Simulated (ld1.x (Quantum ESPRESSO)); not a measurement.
**C: variants of one RRKJ potential**

Base potential:

ld1.x (Quantum ESPRESSO) 7.5 input, shortened:

```
&input
   title='C', zed=6., rel=1, dft='PBE', iswitch=3,
   config='[He] 2s2 2p1.5 3d-2'
 /
 &inputp
   pseudotype=2, tm=.false., rho0=0.01, lloc=0,
   nlcc=.false.
 /
3
2P  2  1   1.50   0.00  2.05  2.05  0.0
3D  3  2  -2.00   0.05  2.05  2.05  0.0
2S  1  0   2.00   0.00  1.00  1.00  0.0
 &test
   configts(1)='2s2 2p1.5'
 /
```

All-electron outer shells of the reference configuration (PBE, scalar-relativistic, ld1.x):

```json
{"shell": "2s", "level (eV)": "-19.38", "outermost node (bohr)": "0.38", "outermost maximum (bohr)": "1.20"}
{"shell": "2p", "level (eV)": "-10.72", "outermost node (bohr)": "–", "outermost maximum (bohr)": "1.16"}
```

Cutoffs, loose and tight: the cutoffs (Ry, on a coarse ladder) from which the occupation-weighted sum of valence levels, in a spherical-Bessel basis at the reference potential, stays within 10 and 1 mRy of its value at 400 Ry. They do not see the model core or the augmentation charge, which bear on the density cutoff. Test errors are all-electron minus pseudo excitation energies from the reference, over the configurations 2s2 2p2; 2s2 2p1; 2s2 2p0; 2s1 2p3; 2s0 2p4; 2s1 2p0; 2s2 2p2.3. A dash means not determined; rows that change the core or the reference have their own tests.

```tsv
change	outcome	cutoff, loose	cutoff, tight	bound ghosts	largest test error (meV)
base	generated	35 Ry	90 Ry	none	+657
non-relativistic	generated	35 Ry	90 Ry	none	+658
type TM semilocal; rho0 0	generated	35 Ry	90 Ry	none	+554
wave 2p (bound): rc 2.05 bohr becomes 2p (bound): rc 2.06 bohr	generated	35 Ry	90 Ry	none	+708
wave 3d channel at 0.05 Ry: rc 2.05 bohr becomes 3d channel at 0.96 Ry: rc 2.05 bohr	generated	35 Ry	90 Ry	none	+657
core correction a·sin(br)/r model core inside 0.42 bohr	generated	35 Ry	90 Ry	none	+600
wave 2s (bound): rc 1.00 bohr becomes 2s (bound): rc 0.98 bohr	generated	35 Ry	90 Ry	none	+658
```

What comes out with this change to the base: reference 2s2 2p2?

outcome: generated; cutoff, loose: 35 Ry; cutoff, tight: 90 Ry; bound ghosts: none; largest test error (meV): +779.

What comes out with this change to the base: local potential the d channel?

outcome: generated; cutoff, loose: 50 Ry; cutoff, tight: 90 Ry; bound ghosts: none; largest test error (meV): +667.
